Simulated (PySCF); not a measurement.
SnCl₃, SMILES [Cl][Sn+]([Cl])[Cl], charge +1. Geometry optimised at PBE0-D3(BJ)/def2-SVP. The spin state was assumed, not searched. The isomer is the one that the SMILES or the coordinates give; other isomers of the formula were not compared. The def2 effective core potentials stand for the cores of Sn; spin–orbit coupling is left out.

Computed equilibrium geometry at PBE0-D3(BJ)/def2-SVP (PySCF confirms it by a frequency run) as a Z-matrix, and its point group:
point group D3h.
```
Sn
Cl 1 2.2610
Cl 1 2.2610 2 120.00
Cl 1 2.2610 2 120.00 3 180.00
```
Charge +1, spin multiplicity 1.
